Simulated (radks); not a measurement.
Initial-state core-level shifts of the gadolinium ion Gd+ when its valence configuration changes from [Xe] 4f7 5d1 6s1. Method: scalar-relativistic Kohn-Sham, PBE, spin-unpolarised, spherical densities, finite nucleus; Fermi nuclear charge, rms radius 5.1569 fm; computed with a radial shooting solver on a logarithmic mesh with Libxc functionals. Shifts are changes of the shell-averaged eigenvalues in eV (positive: less bound); the change of the density at the nucleus, which sets a Mossbauer isomer shift, is in e/bohr^3, on a base of 6.582e+05.

valence               1s       3d       4s       4d  density at nucleus
4f7 5d1 6p1       -1.259   -1.244   -1.249   -1.250              -34.07
4f8 5d1           +8.008   +9.281   +8.995   +8.607              -61.81
4f6.5 5d1.5 6s1   -3.587   -4.347   -4.099   -3.832              +17.06
4f6.5 5d1 6p1.5   -6.610   -7.385   -7.136   -6.877              -16.52
4f5 5d3 6s1      -15.543  -19.057  -17.613  -16.347              +75.29
4f7 6p2           -4.757   -4.781   -4.780   -4.807              -29.70
4f6 5d1 6s2       -9.890  -11.563  -10.970  -10.417              +83.86
4f8 6s1           +6.405   +7.657   +7.358   +6.937              -29.53
4f5 5d3 6p1      -16.771  -20.277  -18.836  -17.567              +34.93
